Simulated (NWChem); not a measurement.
The numbers come from NWChem runs, not from measurements. System: C2H2F, charge 0, spin multiplicity 2, at a geometry optimised with UPBE0/def2-SVP. The structure started from a generated list of species. Its SCF solution wasn't tested for a lower state. Level: ROCCSD(T)/STO-3G, 3 core orbitals frozen.

The NWChem input:

```
start mol
memory heap 100 mb stack 700 mb global 1900 mb
geometry units angstroms nocenter noautoz
  C      1.205366    -0.026439     0.000000
  C     -0.033877     0.422018     0.000000
  F     -1.164360    -0.216129     0.000000
  H      1.410561    -1.104048     0.000000
  H      2.039751     0.675729     0.000000
  symmetry group Cs
end
basis spherical
  * library sto-3g
end
scf
  rohf
  nopen 1
  maxiter 100
  thresh 1e-7
  semidirect memsize 60000000 filesize 0
  # guess.movecs holds the orbitals of an unrestricted PBE0 run
  vectors input guess.movecs output mol.movecs
end
tce
  freeze core 3
  ccsd(t)
  2eorb
  2emet 13
  thresh 1e-6
  maxiter 100
  tilesize 24
end
task tce energy
```

NWChem printed:

```
             Northwest Computational Chemistry Package (NWChem) 7.3.0
             --------------------------------------------------------

                                NWChem Input Module
                                -------------------

 Scaling coordinates for geometry "geometry" by  1.889725989
 (inverse scale =  0.529177249)

 Turning off AUTOSYM since
 SYMMETRY directive was detected!

                             Geometry "geometry" -> ""
                             -------------------------

 Output coordinates in angstroms (scale by  1.889725989 to convert to a.u.)

  No.       Tag          Charge          X              Y              Z
 ---- ---------------- ---------- -------------- -------------- --------------
    1 C                    6.0000     1.20536600    -0.02643900     0.00000000
    2 C                    6.0000    -0.03387700     0.42201800     0.00000000
    3 F                    9.0000    -1.16436000    -0.21612900     0.00000000
    4 H                    1.0000     1.41056100    -1.10404800     0.00000000
    5 H                    1.0000     2.03975100     0.67572900     0.00000000

 Effective nuclear repulsion energy (a.u.)      60.7853044832

            Nuclear Dipole moment (a.u.)
            ----------------------------
        X                 Y               Z
 ---------------- ---------------- ----------------
     0.0000113384    -0.0000113384     0.0000000000

      Symmetry information
      --------------------

 Group name             Cs
 Group number              2
 Group order               2
 No. of unique centers     5

      Symmetry unique atoms

     1    2    3    4    5


 Summary of "ao basis" -> "" (spherical)
 ------------------------------------------------------------------------------
       Tag                 Description            Shells   Functions and Types
 ---------------- ------------------------------  ------  ---------------------
 *                           sto-3g                   on all atoms

 Summary of "ao basis" -> "ao basis" (spherical)
 ------------------------------------------------------------------------------
       Tag                 Description            Shells   Functions and Types
 ---------------- ------------------------------  ------  ---------------------
 C                           sto-3g                  3        5   2s1p
 F                           sto-3g                  3        5   2s1p
 H                           sto-3g                  1        1   1s

                                 NWChem SCF Module
                                 -----------------

  ao basis        = "ao basis"
  functions       =    17
  atoms           =     5
  closed shells   =    11
  open shells     =     1
  charge          =   0.00
  wavefunction    = ROHF
  use symmetry    = T
  symmetry adapt  = T

 Summary of "ao basis" -> "ao basis" (spherical)
 ------------------------------------------------------------------------------
       Tag                 Description            Shells   Functions and Types
 ---------------- ------------------------------  ------  ---------------------
 C                           sto-3g                  3        5   2s1p
 F                           sto-3g                  3        5   2s1p
 H                           sto-3g                  1        1   1s

      Symmetry analysis of basis
      --------------------------

        a'         14
        a"          3

 Forming initial guess at       0.0s

      Symmetry analysis of molecular orbitals - initial
[...]
    3 F    9     9.11   2.00  1.93  5.18
    4 H    1     0.93   0.93
    5 H    1     0.93   0.93

 Mulliken analysis of the open-shell density
 -------------------------------------------

    Atom       Charge   Shell Charges
 -----------   ------   -------------------------------------------------------
    1 C    6     0.03   0.00  0.01  0.02
    2 C    6     0.85   0.00  0.19  0.65
    3 F    9     0.10   0.00  0.00  0.10
    4 H    1     0.02   0.02
    5 H    1     0.01   0.01

       Multipole analysis of the density wrt the origin
       ------------------------------------------------

     L   x y z        total         open         nuclear
     -   - - -        -----         ----         -------
     0   0 0 0     -0.000000     -1.000000     23.000000

     1   1 0 0      0.106545      0.218935      0.000011
     1   0 1 0      0.044134     -1.167101     -0.000011
     1   0 0 1      0.000000     -0.000000      0.000000

     2   2 0 0    -11.560913     -1.479256     96.690864
     2   1 1 0     -0.214576      0.360625      6.459581
     2   1 0 1     -0.000000      0.000000      0.000000
     2   0 2 0    -10.845904     -2.851350     11.315727
     2   0 1 1      0.000000     -0.000000      0.000000
     2   0 0 2    -11.613649     -0.540509      0.000000

                   NWChem Extensible Many-Electron Theory Module
                   ---------------------------------------------


            General Information
            -------------------
      Number of processors :     1
         Wavefunction type : Restricted open-shell Hartree-Fock
          No. of electrons :    23
           Alpha electrons :    12
            Beta electrons :    11
           No. of orbitals :    34
            Alpha orbitals :    17
             Beta orbitals :    17
        Alpha frozen cores :     3
         Beta frozen cores :     3
     Alpha frozen virtuals :     0
      Beta frozen virtuals :     0
         Spin multiplicity : doublet
    Number of AO functions :    17
       Number of AO shells :    11
        Use of symmetry is : on
      Symmetry adaption is : on
         Schwarz screening : 0.10D-09

          Correlation Information
          -----------------------
          Calculation type : Coupled-cluster singles & doubles w/ perturbation
   Perturbative correction : (T)
            Max iterations :      100
        Residual threshold : 0.10D-05
     T(0) DIIS level shift : 0.00D+00
     L(0) DIIS level shift : 0.00D+00
     T(1) DIIS level shift : 0.00D+00
     L(1) DIIS level shift : 0.00D+00
     T(R) DIIS level shift : 0.00D+00
     T(I) DIIS level shift : 0.00D+00
   CC-T/L Amplitude update :  5-th order DIIS
                I/O scheme : Global Array Library
        L-threshold :  0.10D-05
        EOM-threshold :  0.10D-05
 no EOMCCSD initial starts read in
 TCE RESTART OPTIONS
 SLICE:      F
 D4D5:       F
 quantumc:   F
 qrotation:  F
 pwtce:      F
 qducc:      F
 nacto:                         0
 nrotv:                         0
 nrot:                          0

            Memory Information
            ------------------
          Available GA space size is     249036222 doubles
          Available MA space size is     104856316 doubles

 Maximum block size supplied by input
 Maximum block size        24 doubles

 tile_dim =      6

 -------------------------------------------------
   1    alpha     a'     6 doubles       0       1
   2    alpha     a'     1 doubles       6       2
   3    alpha     a"     2 doubles       7       3
   4    beta      a'     6 doubles       9       4
   5    beta      a"     2 doubles      15       5
   6    alpha     a'     4 doubles      17       6
   7    alpha     a"     1 doubles      21       7
   8    beta      a'     1 doubles      22       8
   9    beta      a'     4 doubles      23       9
  10    beta      a"     1 doubles      27      10

 Global array virtual files algorithm will be used

 Parallel file system coherency ......... OK

 4-electron integrals stored in orbital form

 v2    file size   =             6196
 4-index algorithm nr.  13 is used
 imaxsize =       30
 imaxsize ichop =        0


CCSD iterations
 ---------------------------------------------------------
 Iter          Residuum       Correlation     Cpu    Wall
 ---------------------------------------------------------
    1   0.1253499880368  -0.1280988730023     0.1     0.1
    2   0.0510022866316  -0.1488811780624     0.1     0.1
    3   0.0252007911883  -0.1559179645032     0.1     0.1
    4   0.0133543897670  -0.1588194119491     0.1     0.1
    5   0.0074828120099  -0.1602469380610     0.1     0.1
    6   0.0013365500885  -0.1617515774392     0.1     0.1
    7   0.0006981262337  -0.1617663631702     0.1     0.1
    8   0.0004046878241  -0.1617992325172     0.1     0.1
    9   0.0002660224311  -0.1617990107239     0.1     0.1
   10   0.0001685072184  -0.1618091364225     0.1     0.1
   11   0.0000649912290  -0.1618159689788     0.1     0.1
   12   0.0000341265190  -0.1618207278032     0.1     0.1
   13   0.0000237231345  -0.1618203443973     0.1     0.1
   14   0.0000153500917  -0.1618209143703     0.1     0.1
   15   0.0000109169238  -0.1618205539537     0.1     0.1
   16   0.0000028798699  -0.1618201693284     0.1     0.1
   17   0.0000015608284  -0.1618203561065     0.1     0.1
   18   0.0000008157997  -0.1618203756218     0.1     0.1
 -----------------------------------------------------------------
 Iterations converged
 CCSD correlation energy / hartree =        -0.161820375621819
 CCSD total energy / hartree       =      -174.045349456671573

 Singles contributions

 Doubles contributions
    13a"  (alpha)    13a"  (beta ) ---    11a"  (alpha)    11a"  (beta )       -0.1887138016
 CCSD(T)
 Using plain CCSD(T) code
             total no. of tasks          148
 total no. of tasks / no. procs          148
                         wl_min            2           1.1
                         wl_max        13824           4.9
        thresh for no. of tasks          148

 CCSD[T]  correction energy / hartree =        -0.004641698647401
 CCSD[T] correlation energy / hartree =        -0.166462074269220
 CCSD[T] total energy / hartree       =      -174.049991155318963
 CCSD(T)  correction energy / hartree =        -0.003960196198353
 CCSD(T) correlation energy / hartree =        -0.165780571820172
 CCSD(T) total energy / hartree       =      -174.049309652869937

 Task  times  cpu:        1.7s     wall:        1.7s

 Total times  cpu:        1.8s     wall:        1.8s
```
